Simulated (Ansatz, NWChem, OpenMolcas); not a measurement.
## How methods differ on WO3 (tungsten trioxide)

WO3 has 4 atoms, charge 0, and is taken as a singlet. As SMILES, `[O]=[W](=[O])=[O]`. The coordinates come from a PBE0-D4/def2-TZVP relaxation.

Each level gives the vertical energy of the triplet above the singlet (eV). The values are calculated.

```
                               level                    kind     program  value (eV)  less CCSD(T)/def2-SVPD  CPU time (all runs)
       HF/def2-SVPD (core potential)            Hartree–Fock      Ansatz        0.63                   -1.66                 45 s
    SVWN5/def2-SVPD (core potential)                     LDA  OpenMolcas        2.24                   -0.05                 83 s
   revPBE/def2-SVPD (core potential)                     GGA  OpenMolcas        2.07                   -0.22              1.9 min
   r2SCAN/def2-SVPD (core potential)                meta-GGA  OpenMolcas        1.99                   -0.30              2.7 min
    BHLYP/def2-SVPD (core potential)           global hybrid      Ansatz        1.79                   -0.50                 49 s
CAM-B3LYP/def2-SVPD (core potential)  range-separated hybrid      Ansatz        2.07                   -0.22                 83 s
   B2PLYP/def2-SVPD (core potential)           double hybrid      NWChem        2.65                   +0.36              1.9 min
  CCSD(T)/def2-SVPD (core potential)   coupled cluster or CI      Ansatz        2.29                    0.00              8.8 min
```

CCSD(T)/def2-SVPD (core potential) is the highest level here, not the true value. Its T1 diagnostic reaches 0.045, a sign that one reference may not serve. Spin-orbit coupling, which can split open shells on such heavy atoms by tenths of an eV, is left out. The values span 0.63 to 2.65 eV. Spin contamination of the reference (⟨S²⟩ at least 0.1 too high) touches HF/def2-SVPD, CCSD(T)/def2-SVPD. CPU times are rough (shared hosts, several kinds of processor and program).
